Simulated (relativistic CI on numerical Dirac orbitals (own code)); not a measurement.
## Pr⁴⁺: 3d photoemission

Computed with this model: Dirac-Coulomb-Breit CI, orbitals from a KLI potential per configuration, a model potential for QED, multiplet model of photoemission in the sudden approximation, unscaled Slater integrals; configurations [Xe] 4f → [Ar] 3d9 4s2 4p6 4d10 4f 5s2 5p6; 300 K; Lorentzian 0.9 eV and Gaussian 0.7 eV FWHM. Energies are those of the free ion, without screening or charge transfer. The energies are binding energies and can lie tens of eV above those of solids. S is read from ⟨S²⟩ = S(S + 1).

Computed curve for free ion, scaled to 100 at the maximum (points under 2 are left out and the grid is thinned):

```
Energy (eV)  Intensity
      986.3        2.0
      986.7        2.4
      987.1        2.9
      987.5        3.6
      987.9        4.6
      988.3        6.4
      988.7        9.8
      989.1       15.6
      989.5       23.4
      989.9       32.6
      990.3       42.3
      990.7       60.3
      991.1       88.1
      991.5       94.0
      991.9       86.9
      992.3       95.3
      992.7       99.2
      993.1       83.1
      993.5       57.5
      993.9       36.0
      994.3       20.8
      994.7       12.5
      995.1        8.4
      995.5        6.3
      995.9        5.4
      996.3        5.5
      996.7        6.1
      997.1        5.5
      997.5        3.9
      997.9        2.7
      998.2        2.2
     1007.9        2.2
     1008.3        2.7
     1008.7        3.4
     1009.1        4.5
     1009.5        6.4
     1009.9        9.9
     1010.3       17.7
     1010.7       34.6
     1011.1       57.6
     1011.5       63.6
     1011.9       53.7
     1012.3       48.8
     1012.7       45.9
     1013.1       49.6
     1013.5       50.5
     1013.9       34.6
     1014.3       18.4
     1014.7       10.4
     1015.1        7.0
     1015.5        5.7
     1015.9        5.6
     1016.3        7.2
     1016.7       11.8
     1017.1       17.3
     1017.5       15.7
     1017.9        9.2
     1018.3        4.8
     1018.7        2.9
     1019.1        2.1
```

The ground state has S = 0.50, and the centroid lies at 1000.27 eV.
